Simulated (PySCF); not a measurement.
Start geometry of `Cl[C@H](CB)C=C` from a GFN2-xTB structure with every atom displaced at random (by about 0.01 Å) (Å):
```
atom  x, y, z in Å
B1    -1.955    0.257    0.361
C2    -1.105   -0.624   -0.584
C3     0.344   -0.767   -0.198
Cl4    1.229   -1.863   -1.378
C5     1.097    0.523   -0.221
C6     1.876    0.954    0.767
H7    -1.530    0.744    1.336
H8    -3.072    0.486    0.053
H9    -1.554   -1.610   -0.611
H10   -1.157   -0.245   -1.598
H11    0.460   -1.262    0.787
H12    0.979    1.118   -1.103
H13    1.995    0.381    1.658
H14    2.386    1.891    0.724
```

**Question.** What comes out of this run: PBE0-D3(BJ)/def2-SVP geometry optimisation, gas phase in PySCF?

**Answer.** 
```
atom  x, y, z in Å
B1    -1.988    0.663    1.024
C2    -1.170   -0.151   -0.023
C3     0.296   -0.383    0.296
Cl4    1.001   -1.584   -0.871
C5     1.103    0.871    0.226
C6     1.735    1.414    1.267
H7    -1.585    0.822    2.154
H8    -3.082    1.084    0.730
H9    -1.706   -1.126   -0.047
H10   -1.292    0.242   -1.047
H11    0.404   -0.846    1.287
H12    1.131    1.358   -0.756
H13    1.724    0.939    2.253
H14    2.287    2.352    1.171
```

The energy falls by 3.3 kcal/mol over 13 energy and gradient evaluations, the largest force component goes from 0.0179 to 2.2e-04 Eh/bohr, and the atoms move by 0.190 Å rms after alignment. The bond that changes most is B1–H7 (three-coordinate boron to B–H hydrogen), which lengthens by 0.040 Å. Bonds longer at the end by more than 0.005 Å: 9 of 13; shorter: 2. Among the angles that change most is B1–C2–H9, from 107.8° to 102.7°. Among the dihedrals that turn most is H7–B1–C2–H10, from -126° to -147°. Rotational constants go from 3128, 2340, 1429 to 3137, 2276, 1416 MHz. The orientation of the end geometry is arbitrary; only internal coordinates are fixed.

The run used 128 basis functions and 86 SCF cycles in all. On one thread of an Arm Neoverse V1, shared host, this took 76 s and 0.51 GiB of memory at its peak.

PBE0-D3(BJ)/def2-SVP frequencies: not computed here. One conformer, not necessarily the lowest.
